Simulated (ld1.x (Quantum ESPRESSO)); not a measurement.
## Reading a pseudo-wave (Li (Z = 3))

Columns: radius, all-electron u(r) and pseudo u(r) of the 1s shell (level -51.10 eV) of lithium in the configuration 1s2 2s1 2p0; LDA (PZ), scalar-relativistic, TM scheme, ld1.x (Quantum ESPRESSO) 7.5.

| r (bohr) | all-electron | pseudo |
| --- | --- | --- |
| 0.210 | 1.0384 | 1.0504 |
| 0.420 | 1.1597 | 1.1644 |
| 0.630 | 0.9999 | 0.9999 |
| 0.840 | 0.7824 | 0.7824 |
| 1.050 | 0.5829 | 0.5829 |
| 1.260 | 0.4218 | 0.4218 |
| 1.470 | 0.2997 | 0.2997 |
| 1.680 | 0.2104 | 0.2104 |
| 1.890 | 0.1465 | 0.1465 |
| 2.100 | 0.1015 | 0.1015 |
| 2.310 | 0.0699 | 0.0699 |
| 2.520 | 0.0480 | 0.0480 |
| 2.730 | 0.0329 | 0.0329 |
| 2.940 | 0.0225 | 0.0225 |
| 3.150 | 0.0153 | 0.0153 |
| 3.360 | 0.0104 | 0.0104 |
| 3.570 | 0.0071 | 0.0071 |
| 3.780 | 0.0048 | 0.0048 |
| 3.990 | 0.0032 | 0.0032 |
| 4.200 | 0.0022 | 0.0022 |
| 4.410 | 0.0015 | 0.0015 |
| 4.620 | 0.0010 | 0.0010 |
| 4.830 | 0.0007 | 0.0007 |
| 5.040 | 0.0005 | 0.0005 |
| 5.250 | 0.0003 | 0.0003 |
| 5.460 | 0.0002 | 0.0002 |

Question: How many radial nodes do the two functions have?

Answer: The all-electron 1s function has n − l − 1 = 0; the pseudo-wave has 0.

Question: At about which radius was the pseudo-wave matched?

Answer: 0.55 bohr, where the columns begin to agree (steps of 0.21 bohr).

Question: Where does each function peak?

Answer: Outermost all-electron maximum near 0.42 bohr, pseudo maximum near 0.42 bohr (to the table’s step).

Question: Is the pseudo-wave norm-conserving?

Answer: Yes: the TM scheme keeps the norm inside the radius equal to the all-electron one, which fixes the energy derivative of the logarithmic derivative at the level.
